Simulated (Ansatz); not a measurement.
MnHg7Te7Br2, relaxed as a sextet with UKS r2SCAN-D4/def2-SVP in Ansatz, starting from the GFN1-xTB geometry. Force threshold 0.03 eV/Å.

In the def2 sets Hg, Te take a core potential; there is no spin–orbit coupling. Single mean-field runs in def2-SVP are fitted with def2-universal-jkfit. Another isomer (sextet) lies 0.05 eV lower at PBE0-D4/def2-SVP; other spin states weren't run for this one.

Start:

Cartesian coordinates in Å:
```
Br 1.722 -5.420 -0.285
Br 4.162 1.503 -1.095
Hg -2.535 2.373 1.306
Hg -0.870 2.959 -2.347
Hg -0.391 -0.751 3.714
Hg 2.315 0.467 0.560
Hg 0.860 -3.167 0.287
Hg 2.337 1.035 -3.196
Hg -2.689 -2.092 2.810
Mn -1.183 0.085 -0.850
Te 0.079 2.158 0.271
Te 2.032 -1.609 2.496
Te 1.014 3.146 -4.407
Te 0.992 -0.973 -1.660
Te -2.785 0.901 3.718
Te -1.830 -2.208 0.039
Te -3.230 1.594 -1.362
```

| step | energy (eV) | largest force component (eV/Å) | SCF passes |
| --- | --- | --- | --- |
| 1 | -251727.1259 | 1.099 | 73 |
| 2 | -251728.2165 | 0.636 | 41 |
| 3 | -251728.7194 | 0.497 | 36 |
| 4 | -251729.0777 | 0.275 | 36 |
| 5 | -251729.2930 | 0.181 | 36 |
| 6 | -251729.4231 | 0.176 | 34 |
| 7 | -251729.5126 | 0.181 | 35 |
| 8 | -251729.5961 | 0.198 | 33 |
| 9 | -251729.7161 | 0.178 | 32 |
| 10 | -251729.8792 | 0.255 | 31 |
| 11 | -251729.9610 | 0.476 | 30 |
| 12 | -251730.0375 | 0.233 | 29 |
| 13 | -251730.0706 | 0.176 | 28 |
| 14 | -251730.0801 | 0.109 | 24 |
| 15 | -251730.0845 | 0.048 | 25 |
| 16 | -251730.0861 | 0.015 | 24 |

Force components are those of the run's own axes.

End:

```xyz
17

Br    1.601   -5.635    0.488
Br    4.001    1.384   -0.811
Hg   -2.519    1.960    1.073
Hg   -1.407    2.870   -2.583
Hg    0.273    0.334    2.770
Hg    2.484   -0.754    0.012
Hg    0.543   -3.412    1.099
Hg    1.823    1.655   -2.708
Hg   -2.602   -1.261    2.116
Mn   -0.879   -0.080   -0.883
Te    0.287    2.128    0.590
Te    2.212   -1.673    2.648
Te    0.800    4.049   -3.513
Te    1.160   -1.051   -2.454
Te   -2.511    0.858    3.780
Te   -1.910   -2.626   -0.066
Te   -3.354    1.253   -1.558
```

Bonds lost: Hg4–Te11, Hg6–Te11, Hg7–Te14 (atoms count from 1). Bonds formed: Hg5–Te11 (atoms count from 1). Metal–metal contacts that move far: Hg5–Hg9 2.81 to 3.35 Å.

No frequencies were taken in this run, so the end may be a saddle point.

Run time 3.7 min (2 threads of AMD EPYC 7R13 on a shared host and a share (18 GiB) of an NVIDIA H100 80GB HBM3), peak host memory 1.3 GiB.
